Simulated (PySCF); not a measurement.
## Bond length, frequency and bond energy of CSe by level of theory

State: ¹Σ⁺ (singlet), closed shell. Set-up: PySCF, no relativity, basis sets C def2-SVP, Se def2-SVP. De refers to C + Se in their high-spin ground configurations, without counterpoise correction. A positive dipole means C(−)Se(+).

```tsv
Level	Re (Å)	ωe (cm⁻¹)	De (eV)	μ (D)
RHF	1.650	1184	2.91	1.86
RHF-MP2	1.679	1079	6.02	n/a
RHF-SCS-MP2	1.678	1083	5.80	n/a
RHF-CCSD	1.675	1096	5.39	n/a
RHF-CCSD(T)	1.689	1042	5.77	n/a
PBE	1.693	1031	6.70	2.11
PBEsol	1.687	1043	7.05	2.13
r²SCAN	1.680	1069	6.15	2.10
B3LYP	1.679	1069	6.06	2.10
PBE0	1.672	1097	6.09	2.12
B97-3	1.674	1092	6.07	2.12
LC-ωPBE	1.648	1171	5.65	2.21
```

Task: Which functional lies closest to RHF-CCSD(T) in De, which farthest, and by how much do they differ from it?

Result: Closest is LC-ωPBE (-4.1 pm in Re, +12.4 % in ωe, -0.12 eV in De against RHF-CCSD(T) in the same basis), farthest PBEsol (-0.2 pm in Re, +0.1 % in ωe, +1.28 eV in De). CCSD(T) converges more slowly with the basis than the functionals do and binds too weakly in this one, so the order can change at the basis-set limit.

Task: What does the step from GGA to meta-GGA do here, going from PBE to r²SCAN?

Result: r²SCAN less PBE: -1.3 pm in Re, +3.7 % in ωe, -0.55 eV in De. 

Task: What does the triples do here, going from RHF-CCSD to RHF-CCSD(T)?

Result: RHF-CCSD(T) less RHF-CCSD: +1.4 pm in Re, -4.9 % in ωe, +0.38 eV in De. Correlation nearly always deepens the well. The bond lengthens, as in strong covalent bonds, where excitations into antibonding orbitals dominate.

Correlated steps freeze 10 core orbitals. Correlated levels converge slowly with the basis: in double zeta they bind strong bonds too weakly, by up to about 1 eV, and carry superposition errors of some tenths. Where the molecule has an RHF reference, its open-shell atoms are computed with UHF. The CCSD T1 diagnostic is raised, a sign that a single reference may not be enough here.
